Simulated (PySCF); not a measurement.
# Peak assignment

Atom-mapped SMILES (the numbers label the heavy atoms): `[CH2:1]=[CH:2][Si:3]([CH3:4])([CH3:5])[OH:6]` (H(Xn): hydrogen on atom n). Ha(C1) is cis to Si3; Hb(C1) is trans to Si3.

All values are calculated (PySCF 2.14): coordinates at the GFN2-xTB level, NMR shieldings at PBE0/pcSseg-1/GIAO. Single conformer, fast rotation and ring inversion assumed for equivalent nuclei, no solvent model, no relativistic terms.

Chemical shifts δ = σref − σ; 13C (186.93 ppm), 1H (31.72 ppm) vs TMS, all at this level.

Q: Assign these signals to the numbered atoms. 13C{1H} NMR (computed): δ 148.7 (CH), 138.8 (CH2), 1.2 (CH3).

A: 
148.7 → C2, alkene CH: an sp2 carbon of a C=C bond
138.8 → C1, terminal =CH2 carbon: as expected for a trigonal carbon in a double bond
1.2 → C4/C5, methyl carbon bonded to Si: an electropositive neighbour leaves it electron-rich and shielded

Q: Assign these signals to the numbered atoms. 1H NMR (300 MHz, computed): δ 6.37 (m, 1H), 6.32 (m, 1H), 6.07 (m, 1H), 1.19 (br s, 1H), 0.12 (s, 6H).

A: 
```tsv
δ (ppm)	atoms	environment	reason
6.37	H(C2)	hydrogen on an alkene CH	attached to an sp2 carbon and in the plane of the double bond
6.32	Hb(C1)	hydrogen on a terminal =CH2 carbon	a vinylic proton, deshielded by the sp2 carbon and the C=C anisotropy
6.07	Ha(C1)	hydrogen on a terminal =CH2 carbon	–
1.19	H(O6)	hydrogen on an oxygen bonded to Si	exchangeable, gas-phase position
0.12	H(C4)/H(C5)	hydrogen on a methyl carbon bonded to Si	an electropositive neighbour shields it, as in TMS itself
```

H(C2) and Hb(C1) lie closer than the usual error of such a calculation, so a measured spectrum could show them in the other order.

Exchangeable OH/NH protons stand at their gas-phase positions; hydrogen bonding in a real sample shifts them, mostly to higher δ. Shifts are as computed. Against solution values, carbons near 30 ppm lie about +3 ppm off and those near 130 ppm about +5 ppm. Of 1211 compounds with measured shifts, 218 miss one by over three times the rms of a fit or turn the order of signals round; such compounds aren't used in these exercises. Multiplicities follow the n + 1 count of equivalent neighbours, as no J values were calculated; m marks all less simple cases, F and P coupling included.
